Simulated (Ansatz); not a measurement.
Relaxation of CH₇BN₂ (11 atoms, charge 0, multiplicity 1), to a largest force component of 0.02 eV/Å in at most 40 steps.

Level of theory: RKS PBE0-D4/STO-3G (Ansatz 0.2.0).

```xyz
11
Properties=species:S:1:pos:R:3
B 0.000 0.000 0.000
N 0.000 0.000 1.550
H -0.877 -0.271 2.080
H 0.877 0.271 2.080
C 1.386 0.000 -0.800
H 1.715 -1.046 -0.970
H 1.249 0.508 -1.777
H 2.155 0.538 -0.208
N -1.342 0.000 -0.775
H -2.011 -0.816 -0.676
H -1.591 0.816 -1.404
```

Q: Where does it end, and by what steps?

A: The forces met the threshold. Limits of this set-up: minimal basis. After 7 steps the energy has fallen by 1.806 eV; H11 moved furthest, 0.86 Å.

```tsv
step	energy less start (eV)	largest force component (eV/Å)	accepted
0	0.0000	4.741	yes
1	-1.0877	1.358	yes
2	-1.4317	1.152	yes
3	-1.6439	0.651	yes
4	-1.7776	0.210	yes
5	-1.8040	0.228	yes
6	-1.8057	0.116	yes
7	-1.8063	0.013	yes
```

```xyz
11
Properties=species:S:1:pos:R:3
B -0.035 -0.007 0.018
N -0.029 -0.120 1.422
H -0.875 -0.226 2.004
H 0.837 -0.115 1.981
C 1.338 0.119 -0.769
H 1.767 -0.872 -0.972
H 1.213 0.618 -1.737
H 2.087 0.681 -0.200
N -1.253 -0.022 -0.687
H -2.182 -0.118 -0.248
H -1.307 0.061 -1.713
```

Whether the end is a true minimum wasn't checked by a vibrational analysis.

Time of the run: 16 s on 1 thread of Arm Neoverse V1, on a shared host, peak memory 0.12 GiB.
